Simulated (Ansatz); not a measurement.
Mulliken charges of `[CH3][GeH]([F])[SeH]` from ωB97M-V/def2-TZVPP in Ansatz (PBE0-D4/def2-TZVP geometry).

```csv
atom,x (Å),y (Å),z (Å),charge (e)
C1,0.026,0.624,-1.058,-0.442
Ge2,0.373,-0.729,0.281,0.576
F3,1.905,-0.294,0.997,-0.387
Se4,-1.254,-0.797,1.963,-0.250
H5,-0.911,0.411,-1.572,0.140
H6,-0.040,1.602,-0.580,0.134
H7,0.844,0.637,-1.780,0.142
H8,0.551,-2.165,-0.230,0.012
H9,-1.405,0.665,1.961,0.076
```

Question: By hand: the dipole of these point charges (1 e Å = 4.8032 D).

Answer: Σ q r = (-0.334, 0.005, -0.651) e Å, of length 0.732 e Å = 3.52 D.

Question: How does the dipole of the full density compare? (An estimate is asked.)

Answer: The calculation gave: (-0.292, 0.129, -0.418) e Å, 2.53 D; the point charges give 1.39 times that, at 16° from its direction.

Point charges leave out the atoms' own dipoles, such as those of lone pairs, and Mulliken's split depends on the basis, so the two needn't agree.
